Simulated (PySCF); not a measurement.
Isomers of C5H6O2. Level of theory: TDDFT B3LYP/def2-SVPD, vertical, gas phase, core orbitals frozen in the response (PySCF 2.14.0, density-fitted response routines). Geometries: GFN2-xTB; one conformer of each isolated species. Triplets are in the Tamm–Dancoff approximation.

A. `O=C[C@@H]1C=CCO1`
B. `O=C([C@H]1CC=C1)O`
C. `CC1=CO[C@H]1C=O`
D. `OCc1ccoc1`

Lowest singlet levels (six at most, fewer where fewer were computed) with oscillator strengths:

1. 5.53 eV (f 0.007); 6.21 eV (f 0.019); 6.64 eV (f 0.012); 6.75 eV (f 0.024); 7.05 eV (f 0.078); 7.22 eV (f 0.084); T1 4.36 eV
2. 3.96 eV (f 0.004); 5.32 eV (f 0.012); 5.70 eV (f 0.032); 6.13 eV (f 0.059); 6.41 eV (f 0.004); 6.88 eV (f 0.014); T1 3.43 eV
3. 4.15 eV (f 0.018); 4.35 eV (f 0.013); 6.17 eV (f 0.104); 6.19 eV (f 0.001); 6.56 eV (f 0.045); 6.58 eV (f 0.017); T1 3.58 eV
4. 5.91 eV (f 0.050); 6.22 eV (f 0.076); 6.46 eV (f 0.002); 6.55 eV (f 0.035); 6.70 eV (f 0.014); 6.89 eV (f 0.032); T1 4.01 eV

Question: Match each spectrum to its molecule.

Answer: 1 = B, 2 = A, 3 = C, 4 = D.
- A: S1 at 3.96 eV, HOMO→LUMO (87%), HOMO-1→LUMO (10%); Löwdin shares by element: HOMO oxygen 39%, carbon 21% or more (atoms not listed hold the other 40%); LUMO carbon 52% or more, oxygen 30% or more (atoms not listed hold the other 18%); HOMO -6.85 and LUMO -1.44 eV.
- B: S1 at 5.53 eV, HOMO→LUMO (44%), HOMO-1→LUMO (36%); Löwdin shares by element: HOMO carbon 63% or more, oxygen 14% or more (atoms not listed hold the other 23%); LUMO carbon 56% or more, oxygen 16% or more (atoms not listed hold the other 28%); HOMO -7.36 and LUMO -0.56 eV.
- C: S1 at 4.15 eV, HOMO→LUMO (55%), HOMO-1→LUMO (43%); Löwdin shares by element: HOMO carbon 58% or more, oxygen 28% or more; LUMO carbon 50% or more, oxygen 31% or more (atoms not listed hold the other 18%); HOMO -6.67 and LUMO -1.51 eV.
- D: S1 at 5.91 eV, HOMO→LUMO (73%), HOMO→LUMO+1 (24%); Löwdin shares by element: HOMO carbon 82% or more (atoms not listed hold the other 18%); LUMO carbon 48% or more, oxygen 18% or more (atoms not listed hold the other 34%); HOMO -6.60 and LUMO -0.34 eV.
